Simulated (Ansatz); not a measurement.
`CC(=O)O[Si](Cl)(OC(C)=O)OC(C)=O` + `N#[C][SnH2][F]` → `CC(=O)O[Si](F)(OC(C)=O)OC(C)=O` + `N#[C][SnH2][Cl]`  (redistribution)

Computed with Ansatz on PBE0-D4/def2-TZVP structures; ΔE is electronic, products minus reactants. CCSD(T)/CBS adds triple-zeta CCSD(T) − MP2 to the extrapolated MP2 energy (def2 sets, frozen cores). Functionals use def2-TZVPP. Elements past krypton have def2 core potentials. For Sn outer-core shells are correlated without core-valence functions, which leaves a few kJ/mol of doubt a bond. One conformer a species, not always the lowest.

`CC(=O)O[Si](Cl)(OC(C)=O)OC(C)=O`:

```xyz
23

C    -1.126    3.501    1.091
C    -1.478    2.162    0.537
O    -2.503    1.570    0.715
O    -0.473    1.656   -0.219
Si   -0.507    0.167   -0.919
Cl   -1.718    0.162   -2.527
O     1.067    0.014   -1.374
C     1.623   -1.146   -1.802
C     3.080   -0.987   -2.078
O     0.986   -2.153   -1.924
O    -1.043   -1.031    0.067
C    -0.466   -1.313    1.259
C    -1.156   -2.439    1.950
O     0.482   -0.703    1.665
H    -1.954    3.888    1.679
H    -0.888    4.185    0.274
H    -0.230    3.411    1.709
H     3.495   -1.927   -2.431
H     3.587   -0.668   -1.165
H     3.229   -0.202   -2.821
H    -2.204   -2.177    2.106
H    -1.134   -3.323    1.309
H    -0.670   -2.646    2.900
```

`N#[C][SnH2][F]`:

```xyz
6

N    -1.023   -2.419   -0.099
C    -0.582   -1.356   -0.064
Sn    0.166    0.611   -0.065
F     1.527    0.573    1.275
H    -1.029    1.671    0.488
H     0.941    0.921   -1.535
```

`CC(=O)O[Si](F)(OC(C)=O)OC(C)=O`:

Z-matrix (Å, degrees):
```
C
C 1 1.492
H 1 1.092 2 109.7
H 1 1.087 2 109.9 3 121.6
H 1 1.092 2 109.2 3 -117.2
O 2 1.357 1 111.6 3 56.8
O 2 1.197 1 126.3 3 -123.5
Si 6 1.641 2 124.3 1 175.5
F 8 1.569 6 109.9 2 75.4
O 8 1.640 6 101.5 2 -168.4
O 8 1.639 6 115.1 2 -43.4
C 10 1.357 8 124.6 6 166.0
C 11 1.353 8 122.4 6 -60.0
O 12 1.197 10 122.2 8 4.8
C 12 1.492 10 111.5 8 -174.9
O 13 1.200 11 121.7 8 0.8
C 13 1.489 11 111.9 8 -179.2
H 15 1.087 12 109.9 10 -178.2
H 15 1.091 12 109.7 10 -56.5
H 15 1.092 12 109.1 10 60.7
H 17 1.092 13 109.2 11 59.0
H 17 1.092 13 109.3 11 -58.0
H 17 1.087 13 110.0 11 -179.6
```

`N#[C][SnH2][Cl]`:

Cartesian coordinates in Å:
```
N 0.706 0.669 -2.461
C 0.417 0.415 -1.376
Sn -0.095 -0.006 0.623
Cl -1.144 -2.065 0.559
H -1.218 1.149 1.138
H 1.333 -0.162 1.516
```

CCSD(T)/CBS gives -0.93 eV.

Q: Another level gave -0.87 eV. Which?
A. LC-ωPBE/def2-TZVPP
B. BHLYP-D4/def2-TZVPP
C. HF/def2-TZVPP
D. SCS-MP2/def2-TZVPP

A: A. LC-ωPBE -0.87, SCS-MP2/def2-TZVPP -0.94, BHLYP-D4 -1.00, HF/def2-TZVPP -1.14 eV.

Largest T1 diagnostic among the species: 0.015.

The D4 term adds +0.05 eV with B3LYP and +0.03 eV with PBE0; it sums over pairs of atoms, weighted by their polarisabilities, and B3LYP, whose exchange is more repulsive, gets the larger term. Leaving LDA and LC-ωPBE aside and taking each functional with its dispersion term where it has one, the values, not all of them listed here, spread over 0.23 eV, from BHLYP-D4 to revPBE-D4. LDA lies −0.05 eV from PBE without D4.

B3LYP here is the variant with VWN-RPA as its local correlation; programs differ in this.
